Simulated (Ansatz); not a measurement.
C6H6O2, SMILES `C#CCOC(=O)C=C` at its PBE0-D4/def2-TZVP geometry, where that method's forces vanish. Charge 0, multiplicity 1.

```xyz
14

C     2.3492   -0.6457   -2.2944
C     1.5165   -1.0930   -1.5571
C     0.5150   -1.6519   -0.6659
O     0.2910   -0.8238    0.4759
C    -0.6239    0.1540    0.3169
O    -1.2512    0.3239   -0.6931
C    -0.7360    0.9545    1.5532
C    -1.5868    1.9688    1.6211
H     3.0824   -0.2418   -2.9518
H    -0.4249   -1.7960   -1.2036
H     0.8552   -2.6088   -0.2673
H    -0.0957    0.6741    2.3810
H    -2.2079    2.2169    0.7675
H    -1.6828    2.5686    2.5178
```

**Question.** What forces (eV/Å) does r2SCAN-D4/def2-TZVPP give on these atoms in Ansatz? (Best estimate.)

**Answer.** Ansatz gave: 
```
C1   0.279  0.151 -0.243
C2  -0.255 -0.119  0.208
C3   0.097 -0.254 -0.351
O4   0.257 -0.099  0.414
C5  -0.051  0.224  0.286
O6  -0.267  0.081 -0.442
C7   0.137 -0.142  0.036
C8  -0.152  0.185  0.029
H9  -0.044 -0.022  0.040
H10 -0.015  0.005  0.009
H11 -0.004  0.005  0.013
H12  0.001  0.002  0.006
H13  0.013 -0.006  0.013
H14  0.002 -0.010 -0.017
```
